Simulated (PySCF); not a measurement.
`F[SiH](F)O[C@H]1CO1`. Computed with PBE0-D3(BJ)/def2-SVP geometry optimisation, gas phase in PySCF 2.14.0.

```
atom  x, y, z in Å
F1     2.7668    1.3869   -0.1588
Si2    1.6692    0.2523   -0.4357
F3     1.1353    0.4706   -1.9398
O4     0.4532    0.5679    0.6349
C5    -0.7375   -0.1144    0.6484
C6    -1.6156   -0.1448   -0.5186
O7    -0.7979   -1.2580   -0.1450
H8     2.2910   -1.0702   -0.3079
H9    -1.1362   -0.2055    1.6664
H10   -2.6950   -0.2998   -0.4047
H11   -1.2937    0.3823   -1.4237
```

Problem. Where is the centre of mass (commonest isotopes), and what is the radius of gyration?

Solution. Mass 125.995 u; centre at (0.668, 0.214, -0.342) Å; Rg = √(Σ m r²/M) = 1.804 Å. As Ia + Ib + Ic = 2 Σ m r², the three principal moments sum to 820.4 u·Å².

Problem. What is the longest distance between nuclei?

Solution. F1···H10, 5.72 Å; the next longest distance is 5.05 Å.

Problem. Work out the bond lengths Si2–F3, Si2–O4, Si2–H8, C5–O7, C5–H9, C6–H11 in Å.

Solution. For Si2–F3 the difference vector is (-0.5339, 0.2183, -1.5041) Å, of length 1.6109 Å. Si2–F3 1.611; Si2–O4 1.651; Si2–H8 1.467; C5–O7 1.393; C5–H9 1.097; C6–H11 1.096 Å.

Problem. What are the angles F3–Si2–O4, O7–C5–H9, C5–C6–O7, C5–O7–C6?

Solution. From the scalar product of the two bond vectors; for F3–Si2–O4 it is -0.8922 Å² over 1.6109 × 1.6506 Å², cos θ = -0.3355. F3–Si2–O4 109.6°; O7–C5–H9 116.4°; C5–C6–O7 57.6°; C5–O7–C6 62.3°.

Problem. How far apart are these pairs, which share no bond: F1···O7, Si2···H11, O7···H9, O7···H11?

Solution. F1···O7 4.439 Å (4 bonds apart); Si2···H11 3.126 Å (4 bonds apart); O7···H9 2.122 Å (2 bonds apart); O7···H11 2.138 Å (2 bonds apart).

Problem. Write the matrix of distances between heavy atoms (Å, lower triangle).

Solution. 
```
F1    0.000
Si2   1.603  0.000
F3    2.583  1.611  0.000
O4    2.579  1.651  2.665  0.000
C5    3.897  2.665  3.248  1.372  0.000
C6    4.656  3.310  3.157  2.474  1.461  0.000
O7    4.439  2.907  3.154  2.347  1.393  1.431  0.000
```

Whether it is a minimum is left open (no frequencies). One conformer, not necessarily the lowest.

On one thread of an Intel Xeon at 2.50 GHz, on a shared host, this took 97 s of wall time and 0.52 GiB of memory at its peak. This is the geometry optimisation.
